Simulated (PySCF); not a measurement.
Nb³⁹⁺: ionisation energy

Nb³⁹⁺ 1s2 (1S) → Nb⁴⁰⁺ 1s1 (2S), as a difference of total energies. Calculation: PySCF 2.14, in an even-tempered Gaussian basis (17 s from 66 bohr⁻², ratio 2.2; 7 p from 99 bohr⁻², ratio 2.4; 4 d from 300 bohr⁻², ratio 2.4; 3 f from 450 bohr⁻², ratio 2.4; 3 g from 670 bohr⁻², ratio 2.4); scalar relativity by spin-free X2C-1e. Correlated levels: nothing frozen; virtual orbitals above 40 to 60 times the deepest correlated orbital energy dropped. The calculations carry no spin-orbit coupling.

```csv
method,ionisation energy (eV)
UHF,22676.0
LDA,22631.9
PBE,22672.4
PBE0,22673.6
r2SCAN,22678.5
revPBE,22677.7
M06-L,22683.3
MP2 (all electrons),22677.5
SCS-MP2 (all electrons),22677.7
```

For this ion Breit and QED terms and the two-electron picture change, all absent here, outweigh the differences among the correlated methods.

For comparison: 22648.0 eV (theoretical estimate listed by NIST; NIST Atomic Spectra Database, ionization energies).
